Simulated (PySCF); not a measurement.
## PPb⁺: one state, many levels of theory

State: ³Σ⁻ (triplet), unpaired electrons π ↑↑. Set-up: P def2-SVP, Pb def2-SVP with ECP60; scalar-relativistic core potentials (PySCF 2.14). De refers to P + Pb⁺ in their high-spin ground configurations, without counterpoise correction. The functionals are run spin-unrestricted. A positive dipole points towards Pb; it is taken about the centre of mass and depends on that origin.

| Level | Re (Å) | ωe (cm⁻¹) | De (eV) | μ (D) | CPU s a point (SCF and correlation, without the integrals) |
| --- | --- | --- | --- | --- | --- |
| UHF | 2.639 | 278 | n/a | 0.85 | 0.15 |
| UHF-MP2 | 2.620 | 305 | n/a | n/a | 0.24 |
| UHF-SCS-MP2 | 2.633 | 300 | n/a | n/a | n/a |
| UHF-CCSD | 2.649 | 276 | n/a | n/a | n/a |
| UHF-CCSD(T) | 2.655 | 276 | n/a | n/a | 2.6 |
| PBE | 2.650 | 287 | n/a | -0.29 | 0.71 |
| PBEsol | 2.627 | 296 | n/a | -0.42 | 0.59 |
| PW91 | 2.648 | 288 | n/a | -0.34 | 0.65 |
| BLYP | 2.679 | 276 | n/a | -0.51 | 0.58 |
| r²SCAN | 2.629 | 295 | n/a | 0.05 | 1 |
| PBE0 | 2.618 | 301 | n/a | 0.10 | 1.2 |
| LC-ωPBE | 2.572 | 318 | n/a | 0.52 | 1.2 |

(1) What does a quarter of exact exchange do here, going from PBE to PBE0?

(2) What does the step from GGA to meta-GGA do here, going from PBE to r²SCAN?

(3) What does second-order correlation do here, going from UHF to UHF-MP2?

Correlated steps freeze 9 core orbitals. These are scalar-relativistic numbers at best; spin–orbit coupling would shift them, the dissociation energy most. The state was picked by a PBE0 search and need not be the measured ground state.

The whole job (state search and all levels along the bond) took about 2.4 min on 1 thread of Intel Xeon Platinum 8175M @ 2.50GHz (shared host), peak memory 0.5 GiB.

Answers

(1) PBE0 less PBE: -3.2 pm in Re, +4.9 % in ωe. Exact exchange removes part of the self-interaction that spreads semilocal densities, and in most molecules shortens and stiffens the bond and lowers De; so it does here.

(2) r²SCAN less PBE: -2.1 pm in Re, +2.8 % in ωe. 

(3) UHF-MP2 less UHF: -1.9 pm in Re, +9.7 % in ωe. Correlation nearly always deepens the well. The bond shortens, as in weak, metallic or heavy-atom bonds, where dispersion and the correlation of outer-core electrons pull the atoms together.
